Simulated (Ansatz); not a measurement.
Compare A (`FBN([SiH3])[SiH3]`) with its isomer B (`B[SiH2]N[SiH2]F`).

Calculated with Ansatz (gas phase, PBE0-D4/def2-TZVP geometries, no zero-point term in ΔE). CBS: MP2 limit from def2 TZ/QZ plus the TZ coupled-cluster correction, frozen cores. DFT in def2-TZVPP. Each species was taken in one conformer, which may not be the lowest.

Task: Which is lower in electronic energy at CCSD(T)/CBS, and by how much? (Estimate.)

Result: The calculation gave: A, by 143.2 kJ/mol.

Task: Give E(B) − E(A) in kJ/mol with CCSD(T)/def2-TZVPP, PBE0-D4, r2SCAN-D4, B2PLYP, BLYP-D4, ωB97M-V, CCSD(T)/def2-SVP. (Best estimate.)

Result: The calculation gave: CCSD(T)/def2-TZVPP 148.6, PBE0-D4 143.3, r2SCAN-D4 143.2, B2PLYP 150.5, BLYP-D4 149.0, ωB97M-V 146.1, CCSD(T)/def2-SVP 182.4. None reverses the order clearly.

Task: Does the order hold for the free energy at 298.15 K (harmonic terms from PBE0-D4)? (Estimate.)

Result: The calculation gave: Yes: G(B) − G(A) = +148.2 kJ/mol, for one conformer each. Modes under 60 cm⁻¹, often nearly free rotors, make the harmonic entropy too high.

Largest T1 diagnostic: 0.012.

At CCSD(T), def2-SVP lies +39.2 kJ/mol from the extrapolated value and def2-TZVPP +5.4 kJ/mol. Leaving LDA and LC-ωPBE aside and taking each functional with its dispersion term where it has one, the values, not all of them listed here, spread over 9.0 kJ/mol, from B97M-V to BHLYP-D4.
